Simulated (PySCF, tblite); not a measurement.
Compound: C₄H₈ClFSi₂.
Numbering: `[F:1][C@@H:2]([Cl:3])[CH2:4][SiH2:5][C:6]#[C:7][SiH3:8]` (hydrogens: H9 on C2; H10, H11 on C4; H12, H13 on Si5; H14, H15, H16 on Si8)

Cartesian coordinates in Å at the GFN2-xTB level; atoms count from 1:
```xyz
16
C4H8ClFSi2 angstrom
F     -2.0981   -0.9708   -1.5894
C     -1.9883    0.1225   -0.7827
Cl    -3.3198    1.2429   -1.2331
C     -2.0548   -0.2718    0.6646
Si    -0.6067   -1.4425    1.1256
C      0.9278   -0.4836    0.7452
C      1.9102    0.1714    0.4726
Si     3.3986    1.1911    0.0502
H     -1.0508    0.6234   -1.0484
H     -2.0178    0.6342    1.2675
H     -3.0131   -0.7550    0.8549
H     -0.6979   -1.7118    2.5635
H     -0.6584   -2.6621    0.3205
H      4.3926    0.9978    1.1075
H      2.9658    2.5892   -0.0161
H      3.9031    0.7341   -1.2463
```

Computed with CAM-B3LYP/def2-SVPD in PySCF (dipole) on a GFN2-xTB geometry, gas phase.

Masses are those of the commonest isotopes; rigid-rotor values at the optimised geometry. The values belong to one conformer with, in the numbering `[F:1][C@@H:2]([Cl:3])[CH2:4][SiH2:5][C:6]#[C:7][SiH3:8]`, F1–C2–C4–Si5 62°, C2–C4–Si5–C6 59°.

What are A, B and C (GHz)?

Ia = 314.08, Ib = 1074.70, Ic = 1266.66 u·Å²; 505379 MHz·u·Å²/I gives 1609, 470.3 and 399.0 MHz, that is A = 1.6091, B = 0.4703, C = 0.3990 GHz.

Classify the top.

An asymmetric top; Ray's κ = -0.882.

What does the inertial defect say?

Not planar: Δ = Ic − Ia − Ib = -122.12 u·Å². For a rigid frame Δ = −2 Σ m c², so Σ m c² = 61.06 u·Å² lies off the ab plane: 9.57 from hydrogen and 51.49 from heavier atoms. The atom farthest from that plane is 1.75 Å away.

Give the other two planar moments, Paa and Pbb, and the rms extents of the mass along the axes.

Paa = Σ m a² = (Ib + Ic − Ia)/2 = 1013.64 and Pbb = Σ m b² = (Ia + Ic − Ib)/2 = 253.02 u·Å². With the mass M = 165.98 u, the rms extents √(P/M) along a, b and c are 2.47, 1.23, 0.61 Å.

Predict some low-J microwave lines.

The dipole components are |μa| = 2.05 D, |μb| = 0.73 D, |μc| = 1.14 D. Intensities carry the squares of the components, which stand as 1.00 : 0.13 : 0.31 (a : b : c). Some lines, for components of 0.1 D or more:

| type | branch | J(Ka,Kc) | MHz | lower level (cm⁻¹) |
| --- | --- | --- | --- | --- |
| a | R | 1(0,1) ← 0(0,0) | 869 | 0.000 |
| c | Q | 3(1,3) ← 3(0,3) | 975 | 0.173 |
| b | Q | 2(1,1) ← 2(0,2) | 1285 | 0.087 |
| b | Q | 3(1,2) ← 3(0,3) | 1402 | 0.173 |
| b | R | 3(0,3) ← 2(1,2) | 1524 | 0.123 |
| b | R | 1(1,1) ← 0(0,0) | 2008 | 0.000 |
| a | R | 3(0,3) ← 2(0,2) | 2595 | 0.087 |
| b | R | 2(1,2) ← 1(0,1) | 2806 | 0.029 |
| c | Q | 3(2,2) ← 3(1,2) | 3312 | 0.220 |
| b | Q | 2(2,1) ← 2(1,2) | 3630 | 0.123 |
| b | Q | 3(2,2) ← 3(1,3) | 3739 | 0.206 |
| c | R | 3(1,2) ← 2(0,2) | 3997 | 0.087 |
| c | R | 2(2,1) ← 1(1,1) | 5297 | 0.067 |
| b | R | 2(2,0) ← 1(1,1) | 5301 | 0.067 |
| b | Q | 3(3,0) ← 3(2,1) | 5858 | 0.331 |
| b | R | 3(2,1) ← 2(1,2) | 6254 | 0.123 |
| b | R | 3(3,1) ← 2(2,0) | 8479 | 0.244 |
| c | R | 3(3,0) ← 2(2,0) | 8479 | 0.244 |
| c | R | 3(3,1) ← 2(2,1) | 8482 | 0.244 |
| b | R | 3(3,0) ← 2(2,1) | 8482 | 0.244 |

Estimate the classical rotational partition function at 50 K, 200 K and 298.15 K.

Point group C1, symmetry number σ = 1; q = (√π/σ)·√((kT/h)³/(ABC)), k/h = 20836.6 MHz/K: 108000 at 50 K, 868000 at 200 K, 1580000 at 298.15 K.

Its GFN2-xTB frequencies are all real (lowest 15 cm⁻¹). These are rigid-rotor constants of the computed structure; measured ground-state constants (B0) also hold zero-point vibration. A rigid rotor knows nothing of internal rotation, which can split or shift real lines. Quadrupole hyperfine structure (35Cl) is left out.
